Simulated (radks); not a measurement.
Q: Tm9+, configuration [Xe] 4f4 6s2 (not the ground configuration). All-electron calculation, scalar-relativistic Kohn-Sham, PBEsol, spin-polarised, spherical densities, point nucleus; open shells are filled with parallel spins first (spin-orbit coupling, left out, can overturn this in heavy ions). Program: a radial shooting solver on a logarithmic mesh with Libxc functionals. Some entries of the table are withheld. Estimate them.

| orbital | occ. | eigenvalue (eV) | <r^2> (bohr^2) | <r> (bohr) |
|---|---|---|---|---|
| 1s down | 1 | -59503.57 | 0.0005487 | 0.02001 |
| 1s up | 1 | -59503.57 | 0.0005487 | 0.02001 |
| 2s up | 1 | -10243.91 | 0.008525 | 0.08493 |
| 2s down | 1 | -10243.81 | 0.008525 | 0.08492 |
| 2p up | 3 | -9072.512 | 0.006955 | 0.07546 |
| 2p down | 3 | -9072.436 | 0.006954 | 0.07546 |
| 3s up | 1 | -2503.504 | 0.05588 | 0.2211 |
| 3s down | 1 | -2500.636 | 0.05580 | 0.2210 |
| 3p up | 3 | -2148.960 | 0.05633 | 0.2205 |
| 3p down | 3 | -2146.099 | 0.05624 | 0.2203 |
| 3d up | 5 | -1710.554 | 0.04697 | 0.2001 |
| 3d down | 5 | -1708.356 | 0.04686 | 0.1999 |
| 4s up | 1 | -683.5855 | 0.2677 | 0.4874 |
| 4s down | 1 | -678.3717 | 0.2681 | 0.4878 |
| 4p up | 3 | -563.8103 | 0.2979 | 0.5125 |
| 4p down | 3 | -558.7640 | 0.2987 | 0.5131 |
| 4d up | 5 | -405.1331 | 0.3345 | 0.5391 |
| 4d down | 5 | -400.2333 | 0.3362 | 0.5403 |
| 4f up | 4 | -228.9809 | 0.3824 | 0.5689 |
| 5s up | 1 | -225.9981 | 1.169 | 1.024 |
| 5s down | 1 | -224.2233 | 1.182 | 1.030 |
| 4f down | 0 | -224.0272 | 0.3886 | 0.5729 |
| 5p up | 3 | -187.8380 | 1.395 | 1.117 |
| 5p down | 3 | -186.4623 | 1.411 | 1.124 |
| 5d up | 0 | (1) | 1.872 | 1.290 |
| 5d down | 0 | (2) | 1.896 | 1.299 |
| 6s up | 1 | -104.3920 | 4.165 | 1.939 |
| 6s down | 1 | -103.9537 | 4.196 | 1.946 |
| 6p up | 0 | (3) | 4.995 | 2.122 |
| 6p down | 0 | (4) | 5.033 | 2.130 |
| 7s up | 0 | -60.0158 | (5) | 3.189 |
| 7s down | 0 | -59.8383 | (6) | 3.198 |

A: 
(1) 5d up eigenvalue (eV): -137.2092
(2) 5d down eigenvalue (eV): -136.2872
(3) 6p up eigenvalue (eV): -90.4874
(4) 6p down eigenvalue (eV): -90.1214
(5) 7s up <r^2> (bohr^2): 11.27
(6) 7s down <r^2> (bohr^2): 11.33
